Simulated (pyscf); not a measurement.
# H₂N–B(NH₂)–F (SMILES NB(N)F), singlet

Gas-phase minimum from PySCF at ωB97X-D3(BJ)/def2-SVP, one conformer. 

```
B
F 1 1.3560
N 1 1.4172 2 117.68
H 3 1.0094 1 124.33 2 -179.90
H 3 1.0105 4 114.50 1 -179.88
N 1 1.4173 2 117.74 3 180.00
H 6 1.0095 1 124.25 2 179.96
H 6 1.0105 7 114.52 1 180.00
```

Properties at ωB97X-D3(BJ)/def2-SVP:

| Quantity | Value |
|---|---|
| Harmonic wavenumbers, unscaled | 246, 308, 359, 362, 424, 543, 647, 845, 862, 909, 1404, 1427, 1593, 1613, 3667, 3671, 3775, 3776 cm⁻¹ |
| Zero-point energy | 37.8 kcal/mol |
| Rotational symmetry number | 2 |
| Entropy of this conformer at 298 K and 1 atm, rigid rotor and harmonic oscillator, modes under 100 cm⁻¹ raised to 100 | 288.0 J/(mol K) |
| Dipole moment | 2.39 D |

Single-point totals, which compare only within one level (frozen core for MP2 and CC):

```csv
level,total energy (hartree)
ωB97X-D3(BJ)/def2-TZVP,-236.91986
PBE/def2-TZVP,-236.58683
r²SCAN/def2-TZVP,-236.73974
B3LYP-D3(BJ)/def2-TZVP,-236.87578
PBE0-D3(BJ)/def2-TZVP,-236.60398
M06-2X/def2-TZVP,-236.77173
ωB97M-D3(BJ)/def2-TZVP,-236.91696
HF/def2-TZVPP,-235.61547
MP2/def2-TZVPP,-236.38762
CCSD/def2-TZVPP,-236.40666
CCSD(T)/def2-TZVPP,-236.43372
```

The CCSD(T) − MP2 part came from Ansatz, without density fitting, on the same reference.
